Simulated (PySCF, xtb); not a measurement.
C₃H₈N, SMILES [CH2]N(C)C, multiplicity 2.

Harmonic wavenumbers (cm⁻¹) from GFN2-xTB (xtb) at its own minimum, in rising order: 164, 173, 287, 289, 409, 433, 598, 882, 1009, 1055, 1079, 1110, 1131, 1281, 1372, 1409, 1417, 1454, 1471, 1483, 1484, 1502, 2864, 2869, 2983, 2987, 3032, 3032, 3105, 3148.

Q: What does PBE-D3(BJ)/def2-SVP (PySCF 2.14.0) give at its own minimum? (An estimate is asked for; the answer gives what the named calculation found.)

A: 201, 206, 280, 346, 414, 432, 598, 851, 1027, 1045, 1069, 1096, 1117, 1302, 1347, 1373, 1390, 1396, 1408, 1417, 1420, 1483, 2871, 2881, 3002, 3004, 3060, 3060, 3069, 3192. Paired by order, the mean absolute difference is 27 cm⁻¹ and the zero-point energies are 65.1 and 64.8 kcal/mol.
